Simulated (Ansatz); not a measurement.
Two members of one family (BN nanocrystals, H-capped), computed with Ansatz in the gas phase. A negative affinity means that the extra electron isn't bound at that geometry and level; within about 0.2 eV of zero the sign isn't settled. Binding counts from free atoms in the multiplicity of their measured ground term, without zero-point energy. Sets without diffuse functions give affinities that are too small. A dash marks a value that wasn't run or was left out as unsound. The structures are stationary points that may keep the symmetry of their start. Remarks come from the PBE and PBE0 runs and from stability tests at other levels; not every state was tested. A HOMO above zero means that the electron is unbound at that level and held by the basis, or that self-interaction error raises the level; the energy of removing that electron tells which. HOMO above LUMO (over both spins in singlets and doublets, within one spin in higher multiplets; at PBE or PBE0), or a gap under 0.15 eV within one spin, warns that the state may not be the lowest or that an electron is smeared out.

First: B12N12H32, cut from zinc blende (singlet, charge 0, PBE-D4/def2-SVP geometry).

Cartesian coordinates in Å:
```
N -0.3796 2.1388 -2.1396
N -2.1161 -1.7944 -1.5783
N 0.4523 -2.6424 -0.4649
N 1.8890 1.4600 -1.1540
N 2.2762 -0.8765 -0.3467
N 0.0184 -0.2674 -1.3586
N -1.5088 1.3220 -0.0638
N -1.1764 -1.0841 0.7879
N 0.7306 0.6565 0.9761
N 0.3067 3.0320 0.1140
N 1.1229 -1.7716 1.7336
N -0.6836 0.0662 3.1176
B -1.1754 -0.7254 -2.3001
B 0.7172 0.9611 -2.0576
B -0.9317 2.6017 -0.7473
B 1.1051 -1.3942 -1.2501
B -2.4634 -1.5466 -0.0284
B -0.1790 -2.2612 0.9499
B 3.0191 0.3424 -1.0569
B 1.4278 1.8849 0.2753
B 1.8196 -0.4654 1.0954
B -0.4664 0.1275 0.0922
B -1.7836 -0.6647 2.2000
B 0.2626 1.1422 2.4135
H -0.0238 2.9237 -2.7005
H -1.1566 1.7265 -2.6890
H -3.0223 -1.7403 -2.0616
H -1.8235 -2.7629 -1.7654
H 1.1786 -3.3635 -0.3434
H -0.2342 -3.1166 -1.0603
H 2.3701 2.2448 -1.6124
H 3.0155 -1.5907 -0.2888
H -2.3225 0.9357 -0.5711
H -1.8797 1.5114 0.8832
H 0.7317 3.9056 -0.2209
H -0.0057 3.2219 1.0832
H 1.8209 -2.5292 1.7627
H 0.9199 -1.6166 2.7258
H -0.1565 -0.5971 3.7002
H -1.2308 0.5884 3.8145
H -0.7500 -1.1878 -3.3557
H -1.9573 0.2179 -2.5391
H 1.0869 0.7124 -3.1989
H -1.7633 3.5036 -0.8504
H 1.5047 -1.7875 -2.3395
H -2.9366 -2.5806 0.4408
H -3.3100 -0.6429 -0.0470
H -0.6627 -3.2515 1.4897
H 3.3879 0.0126 -2.1833
H 3.9466 0.7388 -0.3504
H 2.3482 2.3509 0.9375
H 2.7680 -0.1464 1.8033
H -2.6702 0.1875 2.0512
H -2.2157 -1.6439 2.8042
H -0.4699 2.1514 2.3396
H 1.2288 1.3830 3.1326
```

```json
{"level": "PBE-D4/def2-SVP", "HOMO (eV)": "-5.52", "LUMO (eV)": "-0.52", "gap (eV)": "5.00", "vertical EA (eV)": "–", "binding per atom (eV)": "4.32"}
{"level": "PBE-D4/def2-TZVP", "HOMO (eV)": "-5.72", "LUMO (eV)": "-1.06", "gap (eV)": "4.66", "vertical EA (eV)": "-0.34", "binding per atom (eV)": "4.25"}
{"level": "r2SCAN-D4/def2-TZVP", "HOMO (eV)": "-5.99", "LUMO (eV)": "-0.48", "gap (eV)": "5.51", "vertical EA (eV)": "–", "binding per atom (eV)": "4.16"}
{"level": "PBE0-D4/def2-SVP", "HOMO (eV)": "-6.88", "LUMO (eV)": "0.43", "gap (eV)": "7.31", "vertical EA (eV)": "–", "binding per atom (eV)": "4.25"}
{"level": "PBE0-D4/def2-TZVP", "HOMO (eV)": "-7.03", "LUMO (eV)": "-0.22", "gap (eV)": "6.80", "vertical EA (eV)": "-0.73", "binding per atom (eV)": "4.19"}
```

Remarks: HOMO above zero (-1 doublet), gap within one spin near zero at PBE or PBE0 (-1 doublet).

Second: B13N13H30, cut from zinc blende (singlet, charge 0, PBE-D4/def2-SVP geometry).

```xyz
56

B     0.605   -0.023   -1.898
B     2.461   -1.131   -0.422
B     2.778    1.291   -1.233
B     0.445    1.931   -0.217
B     2.301    0.812    1.251
B     0.258   -2.494   -1.108
B    -1.538   -1.378   -2.578
B    -1.680    0.617   -0.878
B    -2.014   -1.858   -0.093
B     0.121   -0.482    0.572
B    -0.070    1.475    2.310
B    -2.181    0.170    1.652
B    -1.866    2.593    0.840
N     2.155   -0.142   -1.565
N     0.019   -1.463   -2.231
N     1.821   -2.546   -0.794
N    -0.125    0.499   -0.591
N     1.678   -0.590    0.846
N     1.998    1.766    0.077
N    -0.301    2.410    1.104
N     1.503    1.320    2.535
N    -0.453   -1.909    0.183
N    -2.211   -0.839   -1.233
N    -2.373    1.127    0.459
N    -2.700   -1.279    1.227
N    -0.615    0.052    1.871
H     0.441    0.723   -2.851
H     3.655   -1.286   -0.181
H     2.558    2.069   -2.158
H     3.980    1.175   -0.984
H     0.273    2.746   -1.110
H     3.490    0.709    1.537
H    -0.133   -3.630   -1.361
H    -1.721   -0.577   -3.490
H    -1.968   -2.506   -2.835
H    -1.925    1.386   -1.794
H    -2.467   -2.977   -0.317
H    -0.586    1.851    3.358
H    -2.755    0.509    2.683
H    -2.047    3.359   -0.100
H    -2.420    2.967    1.877
H     2.650   -0.423   -2.422
H     0.441   -1.789   -3.110
H     2.311   -2.919   -1.621
H     2.028   -3.245   -0.066
H     1.878   -1.241    1.620
H     2.393    2.697    0.264
H     0.016    3.363    1.325
H     1.885    2.235    2.818
H     1.700    0.723    3.351
H    -0.305   -2.590    0.941
H    -3.208   -0.767   -1.480
H    -3.376    1.265    0.269
H    -3.717   -1.231    1.074
H    -2.613   -1.944    2.008
H    -0.471   -0.582    2.670
```

**Question.** What does the change do? Estimate second minus first.

**Answer.** 
```json
{"level": "PBE-D4/def2-SVP", "Δ HOMO (eV)": "0.10", "Δ LUMO (eV)": "-0.58", "Δ gap (eV)": "-0.68", "Δ vertical EA (eV)": "–", "Δ binding per atom (eV)": "0.19"}
{"level": "PBE-D4/def2-TZVP", "Δ HOMO (eV)": "0.13", "Δ LUMO (eV)": "-0.61", "Δ gap (eV)": "-0.73", "Δ vertical EA (eV)": "0.58", "Δ binding per atom (eV)": "0.18"}
{"level": "r2SCAN-D4/def2-TZVP", "Δ HOMO (eV)": "0.13", "Δ LUMO (eV)": "-0.63", "Δ gap (eV)": "-0.76", "Δ vertical EA (eV)": "–", "Δ binding per atom (eV)": "0.17"}
{"level": "PBE0-D4/def2-SVP", "Δ HOMO (eV)": "0.13", "Δ LUMO (eV)": "-0.62", "Δ gap (eV)": "-0.75", "Δ vertical EA (eV)": "–", "Δ binding per atom (eV)": "0.18"}
{"level": "PBE0-D4/def2-TZVP", "Δ HOMO (eV)": "0.14", "Δ LUMO (eV)": "-0.65", "Δ gap (eV)": "-0.80", "Δ vertical EA (eV)": "0.69", "Δ binding per atom (eV)": "0.18"}
```

Remarks: HOMO above zero (-1 doublet).
